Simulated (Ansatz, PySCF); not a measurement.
Gas-phase reaction in SMILES: [BH3-][NH3+] [azaniumylboranuide] → [BH3-][NH2+] + H atom (the H-N bond at the site shown breaks; other sites are not compared here)
Geometries: B3LYP-D3(BJ)/def2-TZVP minima from Ansatz (an electronic-structure program).

Wanted: bond dissociation energy (enthalpy at 298 K, with B3LYP-D3(BJ) rigid-rotor harmonic-oscillator terms from PySCF), in kcal/mol. Valence correlation only, unless marked. UHF or UKS for open shells. No spin-orbit coupling. Non-relativistic. FCI takes restricted orbitals. CBS marks a two-point X^-3 extrapolation of the correlation energy; Hartree-Fock from the larger set. The bracket is a focal-point correction in the basis named.

```
level                                                                program  bond dissociation energy (kcal/mol)
-------------------------------------------------------------  -------------  -----------------------------------
HF-D4/def2-TZVPD                                               PySCF + dftd4                                 81.4
BP86/def2-TZVPD                                                        PySCF                           (withheld)
SCS-MP2/6-31G*                                                        Ansatz                                 92.0
SCS-MP2/aug-cc-pVDZ                                                   Ansatz                                 97.0
SCS-MP2/def2-SVP                                                      Ansatz                                 97.6
SCS-MP2/cc-pVTZ                                                       Ansatz                                101.0
SCS-MP2/def2-TZVPP                                                    Ansatz                                100.7
CCSD/STO-3G                                                           Ansatz                                113.3
FCI/STO-3G                                                            Ansatz                                112.8
RI-MP2/CBS(aug-cc-pVTZ,aug-cc-pVQZ)+[CCSD(T)-MP2]/aug-cc-pVTZ         Ansatz                                 96.1
```

Question: What belongs in the gaps?

Answer: 
- BP86/def2-TZVPD, bond dissociation energy (kcal/mol): 84.3
